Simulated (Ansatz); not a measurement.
Gas-phase electronic energies from Ansatz, PBE0-D4/def2-TZVP geometries. CBS: MP2 limit from def2 TZ/QZ plus the TZ coupled-cluster correction, frozen cores. Functionals use def2-TZVPP. def2 core potentials past Kr. For Te outer-core shells are correlated without core-valence functions, which leaves a few kJ/mol of doubt a bond. One conformer a species, not always the lowest.

Reaction (redistribution): `O[SiH](F)[TeH]` + `CO[Si](O)(F)F` → `C[Te][SiH](O)F` + `O[Si](O)(F)F`

```
             level  ΔE (kJ/mol)  difference from CCSD(T)/CBS
            PBE-D4        -54.7                          6.0
         r2SCAN-D4        -53.8                          6.9
            B2PLYP        -52.1                          8.6
              PBE0        -52.2                          8.5
    MP2/def2-TZVPP        -64.3                         -3.6
   CCSD/def2-TZVPP        -51.1                          9.6
CCSD(T)/def2-TZVPP        -54.1                          6.6
    MP2/def2-QZVPP        -68.0                         -7.3
SCS-MP2/def2-QZVPP        -60.6                          0.1
    CCSD/CBS(def2)        -57.6                          3.1
       CCSD(T)/CBS        -60.7                            0
```

Largest T1 diagnostic among the species: 0.012.

In def2-TZVPP, CCSD(T) changes the Hartree–Fock value by −17.5 kJ/mol (the triples alone add −3.0 kJ/mol) and MP2 by −27.6 kJ/mol.
